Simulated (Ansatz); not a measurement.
Relaxed structures of H₂TeSO, closed shell (PBE0-D4/def2-TZVP; forces vanish, vibrations not checked; lower isomers may exist, and structures with a doubtful reference or unclear bonds are left out; Å). Ansatz 0.2.0; basis: def2-TZVPP; cores frozen in the correlated methods. Filled d shells of the heavier atoms are correlated. Core potentials replace the inner electrons of the atoms past krypton. The def2 sets are not built for correlating such inner shells, so the correlated values are less sure here.

(1) Rank them by CCSD(T) energy, lowest first, and give each one's height above the lowest. Links in brackets join atoms within 1.22 times the sum of their covalent radii (1.1 for two metals). (To be estimated.)
A.
H₂TeSO ([OH][S][TeH])
```
5
angstrom
S -0.5880 0.0040 1.0557
O -1.3237 -0.9880 -0.0485
Te 1.7214 -0.0502 0.5793
H -1.5048 -0.4674 -0.8396
H 1.7372 1.2543 -0.4606
```
B.
H₂TeSO ([SH][O][TeH])
```
5
angstrom
S -1.3106 -0.9749 -0.0612
O -0.3790 -0.0500 0.9344
Te 1.6014 -0.0075 0.7093
H -1.4598 -0.0972 -1.0771
H 1.5479 1.1297 -0.5053
```
C.
H₂TeSO ([SH][OH][Te])
```
5
angstrom
S -1.5766 -0.7892 0.0171
O -0.4191 -0.2553 1.1331
Te 1.6683 0.1210 0.4544
H -1.0461 -0.1279 -1.0357
H -0.7065 0.5885 1.5062
```

T1 diagnostic: at most 0.016. The restricted Hartree–Fock reference is unstable towards an unrestricted one at one or more of these structures.

Answers

(1) Computed: A (0.000 eV), B (1.023 eV), C (1.791 eV). Heights count from the lowest.

For scale, one of the runs: CCSD(T)/def2-TZVPP, 151 basis functions, launched by `ansatz run in.yaml --threads 2 --pin off --events-out ev --progress --plain --max-ram 4352MiB`. The run took 14 s on 2 CPU threads of an AMD EPYC 9B45 (shared host), with 1.1 GiB of host memory at its peak.
